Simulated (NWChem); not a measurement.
System: 1,3,5-triazine (C$_{3}$H$_{3}$N$_{3}$); SMILES c1ncncn1

Results from NWChem. Medium grid unless said otherwise, to which SCAN and Minnesota functionals are sensitive. Geometry: optimised at PBE0/def2-SVP.

### Question
Estimate the computed values for r2SCAN/def2-TZVPD. Quantities: highest occupied level (eV); orbital gap (eV).

### Answer
| Item | Result |
|---|---|
| highest occupied level (eV) | -6.85 |
| orbital gap (eV) | 4.35 |
